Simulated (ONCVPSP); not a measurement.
## zirconium (Zr): one change to an ONCV potential, before and after

zirconium, optimised norm-conserving Vanderbilt (ONCV), made with ONCVPSP 4.0.1 (PW91, scalar-relativistic). Core [Ar] 3d10, reference 4s2 4p6 4d2 5s1 5p1. Waves: 4s+5s: rc 2.05 bohr, ncon 3, nbas 7, qcut 6.9 1/bohr, 2 projectors; 4p+5p: rc 2.05 bohr, ncon 4, nbas 7, qcut 6 1/bohr, 2 projectors; 4d: rc 2.55 bohr, ncon 5, nbas 10, qcut 5.1 1/bohr, 1 projector. Local part: polynomial inside 1.30 bohr (lpopt 5, dvloc0 0 Ha). Core correction: Teter function, fcfact 3.5, rcfact 1.15.

All-electron outer shells of the reference configuration (PW91, scalar-relativistic, ld1.x):

```json
{"shell": "3p", "level (eV)": "-318.99", "outermost node (bohr)": "0.18", "outermost maximum (bohr)": "0.40"}
{"shell": "3d", "level (eV)": "-176.08", "outermost node (bohr)": "–", "outermost maximum (bohr)": "0.35"}
{"shell": "4s", "level (eV)": "-55.80", "outermost node (bohr)": "0.55", "outermost maximum (bohr)": "1.08"}
{"shell": "4p", "level (eV)": "-33.74", "outermost node (bohr)": "0.56", "outermost maximum (bohr)": "1.17"}
{"shell": "5s", "level (eV)": "-5.21", "outermost node (bohr)": "1.46", "outermost maximum (bohr)": "3.11"}
{"shell": "4d", "level (eV)": "-4.70", "outermost node (bohr)": "0.58", "outermost maximum (bohr)": "1.59"}
{"shell": "5p", "level (eV)": "-2.07", "outermost node (bohr)": "1.69", "outermost maximum (bohr)": "4.05"}
```

Change: reference 4s2 4p6 4d2 5s2; waves 4p: rc 2.05 bohr, ncon 4, nbas 7, qcut 6 1/bohr, 2 projectors, debl 1.2 Ha; 4d: rc 2.05 bohr, ncon 5, nbas 10, qcut 6.3 1/bohr, 1 projector.

Cutoffs: the cutoffs (Ha) at which the residual kinetic energy of the hardest occupied pseudo-wave falls to 1 and 0.1 mHa per electron; they do not see the model core or the augmentation charge, which bear on the density cutoff. Errors are all-electron minus pseudo energies relative to the spin-unpolarised reference configuration.

Task: What does the change do?

Result: The potential gets neither clearly harder nor softer (14 Ha and 17 Ha → 14 Ha and 17 Ha); the number of tests with a reliable result goes from 4 to 3; neither file shows a bound ghost.

| quantity | base | changed |
| --- | --- | --- |
| cutoff, loose | 14 Ha | 14 Ha |
| cutoff, tight | 17 Ha | 17 Ha |
| loose cutoff by channel | s 14 Ha, p 10 Ha, d 11 Ha | s 14 Ha, p 10 Ha, d 14 Ha |
| bound ghosts | none | none |
| GHOST(+) flags under 300 eV | s at 136.2 eV | s at 137.0 eV |
| tests with a reliable result | 4 of 4 | 3 of 4 |
| s: phases at 2.08 bohr within 0.05 rad from the reference energy up to (Ha; the scan ends near 5) | 4.0 | 4.0 |
| p: phases at 2.08 bohr within 0.05 rad from the reference energy up to (Ha; the scan ends near 5) | to the end of the scan | to the end of the scan |
| rms error of d²Exc/dni dnj with the model core, mHa | 0.53 | 0.63 |
